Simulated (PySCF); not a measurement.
Ga(Me)3(SH2), C3H11GaS, singlet (GFN2-xTB optimised geometry):

```
16

Ga    -0.257     0.025     0.000
C     -1.229    -1.681    -0.544
H     -0.674    -2.585    -0.269
H     -1.382    -1.720    -1.626
H     -2.219    -1.746    -0.081
C      1.794     0.025     0.000
H      2.230    -0.922     0.340
H      2.229     0.829     0.604
H      2.153     0.179    -1.022
C     -1.229     1.815     0.000
H     -0.688     2.585     0.559
H     -2.230     1.729     0.435
H     -1.358     2.194    -1.018
S     -0.438    -0.392     2.659
H      0.467    -1.357     2.524
H      0.497     0.539     2.826
```

Level of theory: PySCF 2.14.0 with B3LYP/def2-TZVP.

Task: What are the frontier orbital energies and the dipole moment?

Result: HOMO-2 -8.14 eV, HOMO-1 -6.89 eV, HOMO -6.84 eV, LUMO -0.46 eV, LUMO+1 -0.29 eV; dipole moment 2.22 D.

On the same geometry PBE/def2-TZVP run with PySCF gives HOMO-2 -7.13 eV, HOMO-1 -5.91 eV, HOMO -5.86 eV, LUMO -1.18 eV, LUMO+1 -0.81 eV; dipole moment 2.22 D.

Meta-Löwdin charges at B3LYP/def2-TZVP: Ga1 0.50, C2 -0.57, H3 0.10, H4 0.12, H5 0.11, C6 -0.57, H7 0.10, H8 0.10, H9 0.12, C10 -0.57, H11 0.10, H12 0.11, H13 0.12, S14 -0.01, H15 0.12, H16 0.12.
